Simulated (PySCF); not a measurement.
CH$_{6}$AlP (SMILES [CH3][AlH][PH2]), singlet, at a GFN2-xTB geometry (such geometries of metal compounds can be far from the true shape).

PySCF was given this input:
```python
from pyscf import gto, scf, ci

mol = gto.M(
    atom='''
Al   -0.55864343    0.18732879   -0.51744120
H    -1.82605472   -0.30985131   -1.26273161
C     0.06352698    2.03589754   -0.91502316
H     1.01903517    2.06543321   -1.45381912
H     0.20504128    2.65101656   -0.01697935
H    -0.66338237    2.56088863   -1.54458818
P     0.39253360   -1.34486085    0.95075209
H     0.61460188   -0.31458626    1.87181012
H     1.64395746   -1.13064755    0.36190151
''',
    basis='def2-svp',
    verbose=4,
    max_memory=1800,
)

mf = scf.RHF(mol)
mf.kernel()

myci = ci.CISD(mf, frozen=11)
myci.kernel()
print('E(CISD) = %.10f' % myci.e_tot)
```

Task: What does this run give for the SCF-reference HOMO energy, SCF-reference Mulliken (on the basis functions themselves) charges in atom order, number of basis functions, total energy, nuclear repulsion energy, SCF-reference HOMO-LUMO gap?

Result: 
The SCF-reference HOMO energy comes out as -9.59 eV. The SCF-reference Mulliken (on the basis functions themselves) charges in atom order is Al1 0.84, H2 -0.25, C3 -0.49, H4 0.06, H5 0.06, H6 0.06, P7 -0.20, H8 -0.03, H9 -0.03 and the number of basis functions comes out as 80. The total energy is -624.1425 Eh, the nuclear repulsion energy is 128.1295 Eh and the SCF-reference HOMO-LUMO gap comes out as 10.95 eV.
